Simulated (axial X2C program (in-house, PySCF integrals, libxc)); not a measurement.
**NiF⁺: properties at the nuclei**

Calculated with an in-house all-electron X2C program for linear molecules (integrals from PySCF): two-component X2C with atomic mean-field Coulomb and Gaunt terms, Gaussian nuclei, basis Ni dyall-cv3z, F dyall-av3z with contracted cores.

R = 1.674 Å (near the PBE0 minimum at charge 1 of the determinant lowest at the starting distance; the state shown can have its own minimum elsewhere).

Determinant lowest in the PBE0 search, Ω = 1 (⟨Sz⟩ = 0.99, ⟨Lz⟩ = 0.01 at PBE0), spin on the atoms Ni 0.85, F 0.15:

```json
{"level": "PBE0", "Eeff magnitude (GV/cm)": "0.252", "Ws magnitude Ni (kHz)": "0.0444", "A∥/gI Ni (MHz)": "166", "qzz Ni (a.u.)": "2.02", "A∥/gI F (MHz)": "-46.2", "qzz F (a.u.)": "0.30"}
{"level": "HF", "Eeff magnitude (GV/cm)": "0.238", "Ws magnitude Ni (kHz)": "0.0465", "A∥/gI Ni (MHz)": "140", "qzz Ni (a.u.)": "1.46", "A∥/gI F (MHz)": "-2.56", "qzz F (a.u.)": "0.77"}
{"level": "BP86", "Eeff magnitude (GV/cm)": "0.234", "Ws magnitude Ni (kHz)": "0.0392", "A∥/gI Ni (MHz)": "168", "qzz Ni (a.u.)": "2.22", "A∥/gI F (MHz)": "-83.2", "qzz F (a.u.)": "-0.05"}
{"level": "B3LYP", "Eeff magnitude (GV/cm)": "0.234", "Ws magnitude Ni (kHz)": "0.0376", "A∥/gI Ni (MHz)": "181", "qzz Ni (a.u.)": "2.11", "A∥/gI F (MHz)": "-52.7", "qzz F (a.u.)": "0.20"}
{"level": "r2SCAN", "Eeff magnitude (GV/cm)": "0.249", "Ws magnitude Ni (kHz)": "0.0448", "A∥/gI Ni (MHz)": "179", "qzz Ni (a.u.)": "1.97", "A∥/gI F (MHz)": "-44", "qzz F (a.u.)": "0.08"}
```

Eeff is the effective electric field on the electron electric dipole moment in this Ω state and Ws the scalar–pseudoscalar constant of the nucleus named (defined with the proton number Z and per Ω); A∥ (defined per Ω) follows by multiplying with gI = μI/(I μN); qzz is the electric field gradient, eQq0 = 234.96 MHz × Q/barn × qzz. The operators were transformed with the bare-nucleus X2C matrices; with these basis sets, hyperfine constants and field gradients can be off by tens of per cent, and where levels differ in sign neither size nor sign is settled.

Task: With gI(61Ni) = -0.5000, Q(61Ni) = 0.162 barn (g factors from the IAEA table of nuclear moments by Stone; Q from Pyykkö, Mol. Phys. 2018), turn the PBE0 values of the first state into constants in MHz.

Result: A∥(61Ni) = 166 × -0.5000 = -83 MHz; eQq0(61Ni) = 234.96 × (0.162) × (2.02) = 76.9 MHz.

Each state is one determinant with collinear spin, which with several unpaired electrons need not be a pure state. Unrestricted Hartree–Fock can overshoot spin polarisation at the nuclei. With several open shells hyperfine constants can be off by a factor of several. Open-shell Ω = 0 determinants with evenly filled partner blocks cannot be reached by this program, so the Ω shown need not be the lowest component. At HF a later determinant lies lower. States lie within half an eV, so the first need not be the ground state. Further determinants of the search, some of them spin-mixed, are not shown. Where a field gradient or hyperfine factor spreads by more than a factor of two over the levels, a constant derived from it is not to be relied on.
